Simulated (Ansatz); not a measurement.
Basis-set extrapolation for C3H9AlSi, SMILES `CC1[CH2][AlH][SiH2]1` (PBE0-D4/def2-TZVP geometry, frozen core, Ansatz 0.2.0). Multiplicity 1, RHF reference.

```json
{"": "HF", "def2-TZVPP": "-649.710411", "def2-QZVPP": "-649.731404"}
{"": "MP2 correlation", "def2-TZVPP": "-0.724011", "def2-QZVPP": "-0.770725"}
{"": "CCSD(T) correlation", "def2-TZVPP": "-0.816924", "def2-QZVPP": "not run"}
```

Energies in hartree. Use E(X) = E(∞) + A·exp(−7.88·√X) for Hartree–Fock and E(X) = E(∞) + B·X^(−2.97) for correlation, with X = 3 and 4, and add CCSD(T) minus MP2 of the smaller set to the MP2 limit.

**Question.** What is the CCSD(T) energy at the basis-set limit?

**Answer.** HF limit: -649.731404 + (-0.020993) × 0.13774 = -649.73430. MP2 limit: -0.770725 + (-0.046714) × 0.74074 = -0.80533. Higher-order term: -0.816924 − (-0.724011) = -0.09291. Total: -650.63254 hartree, 276.2 kJ/mol below CCSD(T)/def2-TZVPP.
